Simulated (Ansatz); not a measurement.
CH₈B₂Si₂ at its PBE0-D4/def2-TZVP geometry, where that method's forces vanish. Total charge 0; spin multiplicity 1. The bonds changed during the relaxation, so this is another structure than the one it started from.

```csv
atom,x (Å),y (Å),z (Å)
B1,-0.3926,0.5388,-0.4034
C2,-1.2331,-0.8584,-0.5058
Si3,-0.9211,-0.6902,1.3029
B4,0.6234,0.3850,1.2553
Si5,1.7346,0.1333,-0.3035
H6,0.5202,0.4573,-1.3792
H7,-0.8758,1.6055,-0.6334
H8,-0.7134,-1.6571,-1.0308
H9,-2.2687,-0.7904,-0.8306
H10,-2.1165,-0.3682,2.1409
H11,0.9066,1.2150,2.0626
H12,2.0633,-1.1658,-0.9408
H13,2.6731,1.1952,-0.7344
```

Q: For each bond, give half the difference of the two atoms' forces along it (eV/Å; positive pushes the atoms apart) under PBE-D4, r2SCAN-D4, B3LYP-D4, ωB97M-V in def2-TZVPP. (Estimate.)

A: Computed: 
```tsv
bond	length (Å)	PBE-D4	r2SCAN-D4	B3LYP-D4	ωB97M-V
B1–C2	1.634	0.00	0.05	0.09	0.13
B1–Si3	2.168	0.13	0.06	0.34	0.14
B1–B4	1.951	-0.04	0.02	0.25	0.12
B1–Si5	2.168	-0.02	0.02	0.22	0.18
B1–H6	1.339	0.01	0.01	-0.12	-0.06
B1–H7	1.193	0.10	-0.02	-0.24	-0.24
C2–Si3	1.843	0.14	0.08	0.18	0.03
C2–H8	1.088	0.11	-0.03	-0.05	-0.04
C2–H9	1.087	0.08	-0.04	-0.08	-0.06
Si3–B4	1.883	0.10	0.07	0.13	-0.04
Si3–H10	1.495	0.06	-0.03	-0.15	-0.12
B4–Si5	1.931	-0.04	0.04	0.15	0.11
B4–H11	1.192	0.03	-0.05	-0.14	-0.07
Si5–H12	1.484	0.11	-0.01	-0.10	-0.15
```

B3LYP here is the variant with VWN-RPA as its local correlation; programs differ in this.
